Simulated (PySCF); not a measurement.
An unknown gives this computed stick spectrum. Level of theory: PySCF 2.14.0, density-fitted response routines, TDDFT PBE0/def2-SVPD, vertical, gas phase, core orbitals frozen in the response. Geometries: GFN2-xTB, one conformer each.

| state | ν̃ (cm⁻¹) | f | main configurations (H = HOMO, L = LUMO) |
| --- | --- | --- | --- |
| S1 | 39950 | 0.0000 | H→L (97%) |
| S2 | 46840 | 0.0001 | H-4→L (92%) |
| S3 | 49540 | 0.148 | H-1→L (41%), H-2→L (41%), H→L+1 (11%) |
| S4 | 51470 | 0.068 | H-1→L (56%), H-2→L (33%) |
| S5 | 53380 | 0.0002 | H-3→L (95%) |
| S6 | 57850 | 0.0001 | H-2→L+1 (77%), H-1→L+1 (10%), H-2→L+2 (9%) |

Triplets computed (Tamm–Dancoff): 4.50, 4.58 eV.

Question: Which candidate is it? All have the formula C7H8O2.
A. `C#CC(=O)OC1CCC1`
B. `CO[C@@H]1C[C@@H]1C#CC=O`
C. `C#C/C=C/CCOC=O`

Answer: A. Its S1 lies at 4.95 eV; the nearest of the others has S1 at 5.43 eV. S1 is HOMO→LUMO (97%). Löwdin shares by element: HOMO oxygen 50%, carbon 40% or more; LUMO carbon 63% or more, oxygen 20% or more (atoms not listed hold the other 16%). At the same level the other candidates give, for their lowest levels:
- `CO[C@@H]1C[C@@H]1C#CC=O`: 3.82 eV (f 0.000); 4.65 eV (f 0.005); 4.89 eV (f 0.278); 5.95 eV (f 0.041); 6.22 eV (f 0.002); T1 3.22 eV; HOMO -7.45, LUMO -1.79 eV
- `C#C/C=C/CCOC=O`: 5.43 eV (f 0.000); 5.58 eV (f 0.436); 5.93 eV (f 0.003); 6.18 eV (f 0.002); 6.23 eV (f 0.003); T1 3.41 eV; HOMO -7.06, LUMO -0.95 eV

The values belong to the conformer `[CH:1]#[C:2][C:3](=[O:4])[O:5][CH:6]1[CH2:7][CH2:8][CH2:9]1`: C2–C3–O5–C6 180°, C3–O5–C6–C7 126°.
